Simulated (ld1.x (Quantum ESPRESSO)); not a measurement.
An all-electron radial function and its pseudo partner (iron)

Columns: radius, all-electron u(r) and pseudo u(r) of the 3p shell (level -78.35 eV) of iron in the configuration [Ne] 3s2 3p6 3d6 4s0 4p0; PBEsol, scalar-relativistic, PAW scheme, ld1.x (Quantum ESPRESSO) 7.5.

```json
{"r (bohr)": "0.115", "all-electron": "0.5808", "pseudo": "-0.0686"}
{"r (bohr)": "0.230", "all-electron": "0.3591", "pseudo": "-0.2560"}
{"r (bohr)": "0.345", "all-electron": "-0.2587", "pseudo": "-0.5131"}
{"r (bohr)": "0.460", "all-electron": "-0.7725", "pseudo": "-0.7754"}
{"r (bohr)": "0.575", "all-electron": "-1.0621", "pseudo": "-0.9825"}
{"r (bohr)": "0.690", "all-electron": "-1.1600", "pseudo": "-1.0958"}
{"r (bohr)": "0.805", "all-electron": "-1.1327", "pseudo": "-1.1065"}
{"r (bohr)": "0.920", "all-electron": "-1.0376", "pseudo": "-1.0343"}
{"r (bohr)": "1.035", "all-electron": "-0.9130", "pseudo": "-0.9145"}
{"r (bohr)": "1.150", "all-electron": "-0.7822", "pseudo": "-0.7824"}
{"r (bohr)": "1.265", "all-electron": "-0.6577", "pseudo": "-0.6577"}
{"r (bohr)": "1.380", "all-electron": "-0.5454", "pseudo": "-0.5454"}
{"r (bohr)": "1.495", "all-electron": "-0.4476", "pseudo": "-0.4476"}
{"r (bohr)": "1.610", "all-electron": "-0.3644", "pseudo": "-0.3644"}
{"r (bohr)": "1.725", "all-electron": "-0.2948", "pseudo": "-0.2948"}
{"r (bohr)": "1.840", "all-electron": "-0.2372", "pseudo": "-0.2372"}
{"r (bohr)": "1.955", "all-electron": "-0.1900", "pseudo": "-0.1900"}
{"r (bohr)": "2.070", "all-electron": "-0.1516", "pseudo": "-0.1516"}
{"r (bohr)": "2.185", "all-electron": "-0.1206", "pseudo": "-0.1206"}
{"r (bohr)": "2.300", "all-electron": "-0.0956", "pseudo": "-0.0956"}
{"r (bohr)": "2.415", "all-electron": "-0.0757", "pseudo": "-0.0757"}
{"r (bohr)": "2.530", "all-electron": "-0.0598", "pseudo": "-0.0598"}
{"r (bohr)": "2.645", "all-electron": "-0.0471", "pseudo": "-0.0471"}
{"r (bohr)": "2.760", "all-electron": "-0.0371", "pseudo": "-0.0371"}
{"r (bohr)": "2.875", "all-electron": "-0.0291", "pseudo": "-0.0291"}
{"r (bohr)": "2.990", "all-electron": "-0.0228", "pseudo": "-0.0228"}
```

**Question.** How many radial nodes do the two functions have?

**Answer.** The all-electron 3p function has n − l − 1 = 1; the pseudo-wave has 0, since the states of the same l below it are removed with the core.

**Question.** At about which radius was the pseudo-wave matched?

**Answer.** 1.20 bohr, where the columns begin to agree (steps of 0.12 bohr).

**Question.** Where does each function peak?

**Answer.** Outermost all-electron maximum near 0.69 bohr, pseudo maximum near 0.81 bohr (to the table’s step).

**Question.** Is the pseudo-wave norm-conserving?

**Answer.** No, it belongs to a PAW set: the norm inside the radius is not constrained, and the difference is carried by the augmentation charge.
